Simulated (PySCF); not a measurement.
C4H4ClF, SMILES F/C(Cl)=C\C=C. Heavy atoms are numbered as in [CH2:1]=[CH:2]/[CH:3]=[C:4](\[F:5])[Cl:6]. Hydrogens are named by the atom that carries them.

Geometry: r2SCAN-D4/def2-SVP. The values are those of a single conformer.

Computed with PBE0/pcSseg-1 in PySCF.

GIAO shieldings, no solvent; atoms alike by connectivity are averaged. δ = σ(ref) − σ: ¹³C against TMS (σ = 186.3 ppm); ¹⁹F against CFCl3 (σ = 167.2 ppm); ³⁵Cl against HCl (σ = 945.9 ppm); ¹H against TMS (σ = 31.56 ppm), references at their B3LYP-D3(BJ)/def2-TZVP geometries, non-relativistic (without spin–orbit terms, shifts of atoms bonded to Cl or Br come out too high).

Computed chemical shifts:
| nucleus | atoms | count | δ (ppm) |
|---|---|---|---|
| ¹³C | C4 | 1 | 162.8 |
| ¹³C | C2 (CH) | 1 | 138.5 |
| ¹³C | C1 (CH2) | 1 | 126.4 |
| ¹³C | C3 (CH) | 1 | 118.3 |
| ¹⁹F | F5 | 1 | -76.1 |
| ³⁵Cl | Cl6 | 1 | 271.1 |
| ¹H | H on C2 | 1 | 6.98 |
| ¹H | H on C3 | 1 | 5.83 |
| ¹H | H on C1 | 2 | 5.70 |
